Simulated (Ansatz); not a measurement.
Wavefunction ladder for `FB(F)[SeH]`

```xyz
5

F    -0.668   -0.079   -1.721
B    -0.315    0.169   -0.476
F    -0.804    1.241    0.112
Se    0.898   -1.053    0.420
H     0.889   -0.277    1.665
```

The species carries charge 0 and has multiplicity 1. Correlated methods include outer-core shells of Se, which these sets cover unevenly. Scalar relativity is left out up to krypton. The geometry is a stationary point of PBE0-D4/def2-TZVP. It is one conformer, not always the lowest. Frozen core, restricted reference, the Gaussian-basis code of Ansatz.

```tsv
basis	HF (Eh)	MP2 corr.
def2-SVP	-2623.66104	-0.68362
def2-TZVPP	-2624.23919	-0.86226
def2-QZVPP	-2624.29642	-1.22043
```

(1) Estimate the CCSD correlation energy and the (T) correction in each basis where they were run (hartree).

Results:

(1) 
```json
{"basis": "def2-SVP", "CCSD corr.": "-0.69566", "(T)": "-0.01493"}
{"basis": "def2-TZVPP", "CCSD corr.": "-0.87184", "(T)": "-0.02865"}
```
